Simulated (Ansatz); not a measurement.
A CCSD(T) single point on CH5FO2Si, SMILES `OC(F)O[SiH3]`.

```yaml
crystal:
  periodic: [false, false, false]
  atoms:
    - {symbol: O, position_ang: [-1.584212, -1.356977, -0.965414]}
    - {symbol: C, position_ang: [-0.504152, -0.551217, -0.849758]}
    - {symbol: F, position_ang: [-0.782009, 0.706107, -1.366796]}
    - {symbol: O, position_ang: [-0.146260, -0.394457, 0.462900]}
    - {symbol: Si, position_ang: [1.004140, 0.687029, 0.991640]}
    - {symbol: H, position_ang: [-2.217846, -1.105994, -0.282282]}
    - {symbol: H, position_ang: [0.301320, -0.964770, -1.463985]}
    - {symbol: H, position_ang: [2.178929, 0.638502, 0.083295]}
    - {symbol: H, position_ang: [0.467153, 2.066470, 1.044031]}
    - {symbol: H, position_ang: [1.365936, 0.224009, 2.349369]}
basis:
  gaussian: {orbitals: def2-SVP}
correlation: {method: ccsd_t}
```

```sh
$ ansatz run in.yaml --threads 4 --pin off --events-out ev --progress --plain --max-ram 10444MiB
```

The program prints (abridged):

```
Functional definition: HF
954 factors; integrals over basis functions are off by at most 1.1e-3 eV
mean field evaluation 1: about -15740.7199 eV, gradient 4.2e1 eV
mean field evaluation 2: about -15740.8058 eV, gradient 4.2e1 eV
mean field evaluation 4: about -15744.4360 eV, gradient 3.2e0 eV
mean field evaluation 8: about -15744.4781 eV, gradient 2.5e-1 eV
mean field evaluation 16: about -15744.3361 eV, gradient 3.2e0 eV
mean field -15744.47824121 eV, -578.5989033739 hartree, gradient 8.3e-6 eV, S^2 0.000000; 0 other end points of the search recorded, 0 dependent functions left out
9 core orbitals not correlated: weight in the atoms' cores, before any rotation towards them, 1.000 or more for the frozen orbitals, at most 0.000 for the correlated occupied ones
reference -15744.47824121 eV, -578.5989033739 hartree; 16, 16 occupied and 74, 74 virtual orbitals, 954 factors
second order -21.35962506 eV of doubles, -0.00000000 eV of singles
cycle   1  -21.78324605 eV  change   -4.2e-1 eV  update   1.0e-1
cycle   2  -22.31742099 eV  change   -5.3e-1 eV  update   2.8e-2
cycle   3  -22.44308687 eV  change   -1.3e-1 eV  update   1.4e-2
cycle   4  -22.43488270 eV  change    8.2e-3 eV  update   2.8e-3
cycle   5  -22.43430771 eV  change    5.7e-4 eV  update   1.1e-3
cycle   6  -22.43468467 eV  change   -3.8e-4 eV  update   3.2e-4
cycle   7  -22.43446504 eV  change    2.2e-4 eV  update   1.1e-4
cycle   8  -22.43438520 eV  change    8.0e-5 eV  update   3.4e-5
cycle   9  -22.43439269 eV  change   -7.5e-6 eV  update   1.2e-5
perturbative correction -0.49426166 eV, -0.0181637808 hartree
Total energy: -15767.40689556 eV, -579.4415158795 hartree
```

Hardware: 4 threads of an Arm Neoverse V1 on a shared host. Wall time 4.9 s, peak host memory 0.43 GiB.

The correlation energy is -22.929 eV, 2.2 % of it from (T); the T1 diagnostic reads 0.0115.
